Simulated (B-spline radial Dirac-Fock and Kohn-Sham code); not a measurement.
**Dipole and non-dipole photoemission parameters of Mg 3s**

System: neutral magnesium, configuration [Ne] 3s2; threshold 6.60 eV (orbital energy of the model). Model: Dirac-Hartree-Slater photoionisation with a Latter tail; cross sections with all multipoles, angular parameters from the dipole term and its interference with E2. Program: an atomic code on a B-spline grid.

| hν (eV) | σ (kb) | β | γ |
| --- | --- | --- | --- |
| 72 | 92.3 | 2.000 | 0.067 |
| 82.8 | 76.4 | 2.000 | 0.048 |
| 122 | 42.9 | 2.000 | -0.001 |
| 200 | 19.8 | 2.000 | -0.031 |
| 362 | 7.13 | 2.000 | 0.012 |
| 570 | 2.95 | 2.000 | 0.116 |
| 602 | 2.64 | 2.000 | 0.132 |
| 689 | 2.00 | 2.000 | 0.176 |
| 704 | ? | ? | ? |
| 800 | 1.46 | 2.000 | 0.229 |
| 937 | 1.03 | 2.000 | 0.292 |
| 960 | 0.979 | 2.000 | 0.302 |
| 984 | 0.927 | 2.000 | 0.312 |
| 1000 | 0.894 | 2.000 | 0.319 |
| 1120 | 0.693 | 2.000 | 0.371 |
| 1486.9 | 0.358 | 2.000 | 0.516 |
| 1580 | 0.310 | 2.000 | 0.549 |
| 1750 | 0.242 | 2.000 | 0.609 |
| 2000 | 0.174 | 2.000 | 0.691 |
| 2080 | 0.158 | 2.000 | 0.716 |
| 3130 | 0.0553 | 2.000 | 1.005 |
| 3170 | 0.0535 | 2.000 | 1.015 |
| 3370 | 0.0455 | 2.000 | 1.063 |
| 4000 | 0.0287 | 2.000 | 1.204 |
| 4060 | 0.0276 | 2.000 | 1.216 |
| 6320 | 0.00811 | 2.000 | 1.634 |
| 6530 | 0.00740 | 2.000 | 1.668 |
| 10400 | 0.00192 | 2.000 | 2.215 |
| 12000 | 0.00126 | 2.000 | 2.408 |
| 15000 | 0.000643 | 1.999 | 2.731 |

Question: Give the values at 704 eV.

Answer: σ = 1.91 kb, β = 2.000, γ = 0.183. For an s subshell δ is negligible.

Values without a named source are computed, but for edge energies of neutral atoms, which are taken from tables.
